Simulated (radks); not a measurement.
Values are calculated unless marked as measured or tabulated.
Mean orbital radii <r> (bohr) of the vanadium ion V8+, [Ne] 3s2 3p3, at several levels of relativity; Dirac values are averaged over j with weights 2j + 1. Spin-unpolarised spherical Kohn-Sham, BLYP, point nucleus unless stated (finite: rms radius 3.6002 fm), a radial shooting solver on a logarithmic mesh with Libxc functionals. A level marked "c x" has the speed of light scaled by that factor and shares open shells by 2j + 1; other Dirac levels either fill j = l - 1/2 first or share by 2j + 1.

[
 {"shell": "1s", "non-rel.": "0.06704", "Dirac, 2j+1 shares": "0.06643", "Dirac, c x 1.5": "0.06677", "Dirac, c x 10": "0.06703", "change of magnitude, last against first (%)": "-0.01"},
 {"shell": "2s", "non-rel.": "0.3097", "Dirac, 2j+1 shares": "0.3068", "Dirac, c x 1.5": "0.3084", "Dirac, c x 10": "0.3097", "change of magnitude, last against first (%)": "-0.01"},
 {"shell": "2p", "non-rel.": "0.2735", "Dirac, 2j+1 shares": "0.2724", "Dirac, c x 1.5": "0.2730", "Dirac, c x 10": "0.2735", "change of magnitude, last against first (%)": "0.00"},
 {"shell": "3s", "non-rel.": "0.8607", "Dirac, 2j+1 shares": "0.8550", "Dirac, c x 1.5": "0.8582", "Dirac, c x 10": "0.8606", "change of magnitude, last against first (%)": "-0.01"},
 {"shell": "3p", "non-rel.": "0.8724", "Dirac, 2j+1 shares": "0.8704", "Dirac, c x 1.5": "0.8715", "Dirac, c x 10": "0.8724", "change of magnitude, last against first (%)": "0.00"}
]
